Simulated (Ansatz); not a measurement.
`C[Se][Ti]([F])([F])[F]` at its PBE0-D4/def2-TZVP geometry, where that method's forces vanish. Charge 0, multiplicity 1.

```xyz
9

C    -1.0409    1.2183   -0.0352
Se   -1.3532   -0.7062    0.2286
Ti    0.9683   -1.2375    0.0453
F     1.8204   -0.3351    1.2806
F     1.5231   -0.6680   -1.5150
F     1.1027   -2.9639    0.2367
H    -2.0192    1.6929    0.0108
H    -0.4074    1.6061    0.7597
H    -0.5938    1.3935   -1.0115
```

Problem. What forces (eV/Å) does B3LYP-D4/def2-TZVPP give on these atoms in Ansatz 0.2.0? (Best estimate.)

Solution. Ansatz gave: 
```
C1   0.018  0.366 -0.046
Se2 -0.249 -0.266  0.058
Ti3 -0.130 -0.035  0.018
F4   0.204  0.228  0.308
F5   0.130  0.145 -0.388
F6   0.025 -0.422  0.048
H7   0.073 -0.013 -0.006
H8  -0.044 -0.010 -0.068
H9  -0.028  0.007  0.076
```

B3LYP here is the variant with VWN-RPA as its local correlation; programs differ in this.
